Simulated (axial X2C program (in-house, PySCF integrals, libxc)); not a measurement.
## GaH: from the spin-free to the two-component result

Calculated with an in-house all-electron X2C program for linear molecules (integrals from PySCF). Spin-free means the one-electron spin-free X2C Hamiltonian; two-component (2c) means X2C with spin–orbit coupling and atomic mean-field two-electron Coulomb and Gaunt terms, so the difference of the two also holds small scalar two-electron terms. Basis: Ga dyall-cv3z [9s9p7d4f1g], H dyall-v3z [6s2p1d] (cores contracted in-house); Gaussian nuclei, density fitting, unrestricted open shells. Masses: Ga 68.926 u, H 1.008 u.

Spin-free state: M_S = 0, Λ = 0 (closed shell); fragments Ga + H.

```tsv
level	Re (Å)	ωe (cm⁻¹)	De (eV)	μ (D)
PBE0	1.674	1579.5	2.839	-0.47
HF	1.667	1652.5	2.052	-0.23
MP2	1.645	1658.5	2.772	n/a
CCSD(T)	1.661	1606.5	n/a	n/a
BLYP	1.700	1484.4	2.938	-0.78
```

Correlated methods: 14 electrons correlated (number of frozen shells: Ga 3 s, 2 p; H none), 192 virtual spin orbitals or spinors in MP2, 90 natural virtuals in coupled cluster.

Dipoles are positive if H is the positive end.

Two-component determinant lowest at the distance of the search:

Ω = 0 (closed shell); fragments Ga + H.

| level | Re (Å) | ωe (cm⁻¹) | De (eV) | μ (D) |
| --- | --- | --- | --- | --- |
| PBE0 | 1.675 | 1578.8 | n/a | -0.48 |
| HF | 1.667 | 1651.7 | n/a | -0.23 |
| MP2 | 1.645 | 1657.3 | 2.730 | n/a |
| CCSD(T) | 1.661 | 1606.9 | n/a | n/a |
| BLYP | 1.700 | 1483.5 | n/a | -0.78 |

From the two tables, how do the constants change at the CCSD(T) level (2c against spin-free)?

At the CCSD(T) level Re doesn't move by more than 0.001 Å and ωe rises by 0.4 cm⁻¹.

The state is a single determinant with fixed occupations, the lowest that a limited PBE0 search found. The closed shell is kept restricted, so the energy runs too high when the bond is stretched far. Dissociation energies refer to the lowest single-determinant-based atoms at the same level and basis. De is not given where an atomic determinant may have missed its ground term or J level, or where the truncated virtual space spoils (T). CCSD and (T) use frozen natural virtuals with an MP2 correction for the truncation; (T) itself is uncorrected, so its De runs slightly low. The functionals have no current-density term, which raises determinants with orbital currents, atoms included.
